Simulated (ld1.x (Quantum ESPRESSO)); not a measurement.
## Reading a pseudo-wave (lithium)

Columns: radius, all-electron u(r) and pseudo u(r) of the 2p shell (level -0.99 eV) of lithium in the configuration 1s2 2s1 2p0; BLYP, non-relativistic, TM scheme, ld1.x (Quantum ESPRESSO) 7.5.

```json
{"r (bohr)": "0.210", "all-electron": "0.0160", "pseudo": "0.0066"}
{"r (bohr)": "0.420", "all-electron": "0.0498", "pseudo": "0.0259"}
{"r (bohr)": "0.630", "all-electron": "0.0900", "pseudo": "0.0563"}
{"r (bohr)": "0.840", "all-electron": "0.1316", "pseudo": "0.0954"}
{"r (bohr)": "1.050", "all-electron": "0.1723", "pseudo": "0.1401"}
{"r (bohr)": "1.260", "all-electron": "0.2108", "pseudo": "0.1870"}
{"r (bohr)": "1.470", "all-electron": "0.2461", "pseudo": "0.2329"}
{"r (bohr)": "1.680", "all-electron": "0.2778", "pseudo": "0.2751"}
{"r (bohr)": "1.890", "all-electron": "0.3058", "pseudo": "0.3117"}
{"r (bohr)": "2.100", "all-electron": "0.3309", "pseudo": "0.3418"}
{"r (bohr)": "2.310", "all-electron": "0.3532", "pseudo": "0.3653"}
{"r (bohr)": "2.520", "all-electron": "0.3721", "pseudo": "0.3830"}
{"r (bohr)": "2.730", "all-electron": "0.3877", "pseudo": "0.3960"}
{"r (bohr)": "2.940", "all-electron": "0.4001", "pseudo": "0.4055"}
{"r (bohr)": "3.150", "all-electron": "0.4093", "pseudo": "0.4122"}
{"r (bohr)": "3.360", "all-electron": "0.4157", "pseudo": "0.4169"}
{"r (bohr)": "3.570", "all-electron": "0.4195", "pseudo": "0.4199"}
{"r (bohr)": "3.780", "all-electron": "0.4210", "pseudo": "0.4211"}
{"r (bohr)": "3.990", "all-electron": "0.4205", "pseudo": "0.4205"}
{"r (bohr)": "4.200", "all-electron": "0.4180", "pseudo": "0.4180"}
{"r (bohr)": "4.410", "all-electron": "0.4140", "pseudo": "0.4140"}
{"r (bohr)": "4.620", "all-electron": "0.4085", "pseudo": "0.4085"}
{"r (bohr)": "4.830", "all-electron": "0.4018", "pseudo": "0.4018"}
{"r (bohr)": "5.040", "all-electron": "0.3941", "pseudo": "0.3941"}
{"r (bohr)": "5.250", "all-electron": "0.3855", "pseudo": "0.3855"}
{"r (bohr)": "5.460", "all-electron": "0.3762", "pseudo": "0.3762"}
```

(1) How many radial nodes do the two functions have?

(2) At about which radius was the pseudo-wave matched?

(3) Is the pseudo-wave norm-conserving?

Results:

(1) The all-electron 2p function has n − l − 1 = 0; the pseudo-wave has 0.

(2) 4.20 bohr. The columns agree to 0.0005 from 3.57 bohr on; several derivatives are matched, so the curves merge somewhat inside the radius.

(3) Yes: the TM scheme keeps the norm inside the radius equal to the all-electron one, which fixes the energy derivative of the logarithmic derivative at the level.
